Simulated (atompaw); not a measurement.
## Building the PAW (atompaw) potential for holmium (Ho) (LDA (PW92), scalar-relativistic).

atompaw 4.2.0.5 input, output lines left out:

```
Ho 67
LDA-PW scalarrelativistic loggrid 2001 logderivrange -7 5 301
6 6 5 4 0 0
6 0 0
6 1 0
5 2 0
4 3 11
0 0 0
c
c
c
c
v
v
c
c
c
v
v
c
c
v
v
3
3.00 2.75 2.95 2.95
n
n
y
3.55
n
y
-0.95
n
custom polynom gramschmidtortho besselshape
4 0.5 troulliermartins
2.00
1.95
2.55
2.25
3.00
3.00
1.05
1.05
```

All-electron outer shells of the reference configuration (LDA (PW92), scalar-relativistic, ld1.x):

```json
{"shell": "4p", "level (eV)": "-316.56", "outermost node (bohr)": "0.27", "outermost maximum (bohr)": "0.51"}
{"shell": "4d", "level (eV)": "-173.22", "outermost node (bohr)": "0.25", "outermost maximum (bohr)": "0.52"}
{"shell": "5s", "level (eV)": "-64.93", "outermost node (bohr)": "0.62", "outermost maximum (bohr)": "1.13"}
{"shell": "5p", "level (eV)": "-40.32", "outermost node (bohr)": "0.66", "outermost maximum (bohr)": "1.29"}
{"shell": "4f", "level (eV)": "-17.59", "outermost node (bohr)": "–", "outermost maximum (bohr)": "0.53"}
{"shell": "6s", "level (eV)": "-14.70", "outermost node (bohr)": "1.52", "outermost maximum (bohr)": "2.95"}
{"shell": "5d", "level (eV)": "-13.70", "outermost node (bohr)": "0.75", "outermost maximum (bohr)": "1.91"}
{"shell": "6p", "level (eV)": "-10.07", "outermost node (bohr)": "1.82", "outermost maximum (bohr)": "3.70"}
```

Calculated quality:

```
Cutoffs needed                                           : 200 Ry and 300 Ry (the cutoffs (Ry, on a coarse ladder) from which the occupation-weighted sum of valence levels, in a spherical-Bessel basis at the reference potential, stays within 10 and 1 mRy of its value at 400 Ry)
Ghost test                                               : no extra level below or beside the all-electron valence levels (s, p, d, f tested) (spherical-Bessel basis up to 400 Ry, 20 bohr box)
Lowest eigenvalue of the overlap operator                : 0.48 (s channel)
Overlap eigenvalues printed by atompaw (projector basis) : 0.192, 0.533, 1.98, 3.39, 3.77, 25.7, 161, 1.07e+03
Share of each valence orbital outside the PAW sphere     : 5s 0 %, 6s 58 %, 5p 1 %, 6p 81 %, 5d 24 %, 4f 1 %
```

Generation and tests took about 18 s on one core of a shared server CPU.
